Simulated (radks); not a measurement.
Values are calculated unless marked as measured or tabulated.
The xenon ion Xe+ inside a hard spherical wall (all orbitals vanish at R), configuration held at [Kr] 4d10 5s2 5p5 and not refilled when levels cross. Code: a radial shooting solver on a logarithmic mesh with Libxc functionals. Model: scalar-relativistic Kohn-Sham, PBE, spin-polarised, spherical densities, finite nucleus; open shells are filled with parallel spins first (spin-orbit coupling, left out, can overturn this in heavy ions); Fermi nuclear charge, rms radius 4.7859 fm. Eigenvalues in eV for spin up, with the zero of energy where the potential of the charges vanishes at infinity; a dash marks a level that is unbound or too diffuse for the functional's potential to be trusted. A positive occupied level is held by the wall or, in an anion where self-interaction has pushed it up, behind a barrier. The pressure on the wall is -dE/dV.

| R (bohr) | E (hartree) | kinetic (hartree) | e(4p) | e(4d) | e(5s) | e(5p) | e(6s, empty) | e(5d, empty) | pressure (GPa) |
|---|---|---|---|---|---|---|---|---|---|
| free | -7446.58318 | 7830.356 | -151.35 | -69.461 | -29.401 | -17.341 | - | -4.389 | 0 |
| 20 | -7446.58318 | 7830.356 | -151.35 | -69.461 | -29.401 | -17.341 | - | -4.389 | < 0.0001 |
| 15 | -7446.58318 | 7830.356 | -151.35 | -69.461 | -29.401 | -17.341 | - | -4.389 | < 0.0001 |
| 10 | -7446.58318 | 7830.356 | -151.35 | -69.460 | -29.401 | -17.341 | -5.442 | -4.352 | < 0.0001 |
| 7 | -7446.58230 | 7830.367 | -151.31 | -69.416 | -29.365 | -17.305 | -4.323 | -3.905 | 0.0826 |
| 6 | -7446.57704 | 7830.420 | -151.12 | -69.235 | -29.224 | -17.158 | -2.568 | -3.217 | 0.765 |
| 5 | -7446.54225 | 7830.697 | -150.32 | -68.450 | -28.626 | -16.495 | 2.005 | -1.395 | 7.19 |
| 4 | -7446.31639 | 7832.096 | -147.28 | -65.480 | -26.306 | -13.712 | 15.189 | 4.044 | 73.3 |
| 2.5 | -7441.60297 | 7851.879 | -124.91 | -44.073 | -1.290 | 17.415 | 118.61 | 49.984 | 3940 |
| 2 | -7431.29165 | 7889.329 | -100.29 | -19.843 | 41.975 | 68.528 | 254.57 | 114.24 | 21500 |
| 1.5 | -7389.21653 | 8026.584 | -37.936 | 47.079 | 195.10 | 237.04 | 630.04 | 299.67 | 174000 |
